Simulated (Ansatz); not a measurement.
`BC#CN` from Hartree–Fock to CCSD(T)

Cartesian coordinates in Å:
```
B -1.4042 -0.4296 1.3585
C -0.3736 -0.1141 0.3616
C 0.4865 0.1492 -0.4706
N 1.4037 0.4295 -1.3578
H -1.3917 -1.4859 1.9208
H -2.2590 0.3689 1.6112
H 2.1292 -0.2297 -1.5830
H 1.4091 1.3117 -1.8406
```

Total charge 0; spin multiplicity 1. The structure was optimised at the PBE0-D4/def2-TZVP level. It is one conformer, not always the lowest. Frozen core, restricted reference, Ansatz. CBS rows extrapolate triple and quadruple zeta; past MP2 they add the triple-zeta difference.

```
     basis     HF (Eh)  MP2 corr.
  def2-SVP  -157.01438   -0.49376
def2-TZVPP  -157.19345   -0.60473
def2-QZVPP  -157.20035   -0.64551
```

(1) Estimate the CCSD correlation energy and the (T) correction in each basis where they were run (hartree).

## Answers

(1) 
```
     basis  CCSD corr.       (T)
  def2-SVP    -0.52738  -0.01989
def2-TZVPP    -0.63012  -0.02981
 CBS(def2)    -0.70111     as TZ
```
